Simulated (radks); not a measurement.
Problem. Species: Au4+. Configuration: [Xe] 4f14 5d7 (the NIST ground configuration). Calculated with a radial shooting solver on a logarithmic mesh with Libxc functionals: non-relativistic Kohn-Sham, LB94 model potential, spin-unpolarised, spherical densities, point nucleus; relativity is left out, which matters for an element this heavy. Some entries of the table are withheld. Estimate them.

orbital  occ.  eigenvalue (eV)  <r> (bohr)  r(max) (bohr)
1s          2        -73332.43     0.01915        0.01272
2s          2        -12303.72     0.08063        0.06909
2p          6              (1)         (2)        0.05357
3s          2        -2934.400      0.2034         0.1888
3p          6        -2712.970      0.1937         0.1776
3d         10        -2298.414      0.1691         0.1394
4s          2        -668.2636      0.4494         0.4219
4p          6        -572.6979      0.4533            (3)
4d         10        -396.7604      0.4609         0.4138
4f         14        -160.8716      0.4832         0.3693
5s          2              (4)         (5)         0.9270
5p          6        -113.9728       1.092         0.9819
5d          7         -64.8242         (6)          1.162

Solution. 
(1) 2p eigenvalue (eV): -11838.34
(2) 2p <r> (bohr): 0.06810
(3) 4p r(max) (bohr): 0.4212
(4) 5s eigenvalue (eV): -144.9461
(5) 5s <r> (bohr): 1.011
(6) 5d <r> (bohr): 1.367
